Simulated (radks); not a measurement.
Values are calculated unless marked as measured or tabulated.
Sb XIV, configuration [Kr] 4d2.

Level of theory: Dirac Kohn-Sham, PBE, spin-unpolarised, spherical densities, finite nucleus; open shells fill j = l - 1/2 first; Fermi nuclear charge, rms radius 4.6802 fm (a radial shooting solver on a logarithmic mesh with Libxc functionals).

Energy parts (eV):
part                       energy
total                 -174840.593
kinetic                184605.434
electron-nucleus      -413678.255
Hartree                 58598.589
exchange-correlation    -4366.361

Orbitals (lengths in bohr, moments of r in powers of bohr; r(max) is where P^2 peaks):
orbital	occ.	eigenvalue (eV)	r(max)	small-component weight
1s1/2	2	-30572.61	0.01835	3.52e-02
2s1/2	2	-4897.771	0.1038	7.47e-03
2p1/2	2	-4601.181	0.07983	7.49e-03
2p3/2	4	-4349.307	0.08444	7.14e-03
3s1/2	2	-1184.443	0.2995	2.20e-03
3p1/2	2	-1063.466	0.2857	2.14e-03
3p3/2	4	-1016.510	0.2961	2.04e-03
3d3/2	4	-803.8292	0.2414	1.93e-03
3d5/2	6	-794.0049	0.2443	1.90e-03
4s1/2	2	-404.5469	0.7023	6.94e-04
4p1/2	2	-360.9758	0.7171	6.48e-04
4p3/2	4	-350.4397	0.7373	6.24e-04
4d3/2	2	-278.3417	0.7659	5.32e-04
4d5/2	0	-276.4073	0.7720	5.26e-04
5s1/2	0	-195.2195	1.412	2.84e-04
5p1/2	0	-178.1635	1.477	2.66e-04
5p3/2	0	-174.6815	1.508	2.59e-04

The highest occupied level is 4d3/2 at -278.34 eV. Summed over all electrons, <r^2> = 9.145 bohr^2, which gives a Langevin (diamagnetic) susceptibility term of -7.24 x 10^-6 cm^3/mol. The density falls to 0.001 e/bohr^3 at r = 1.93 bohr.
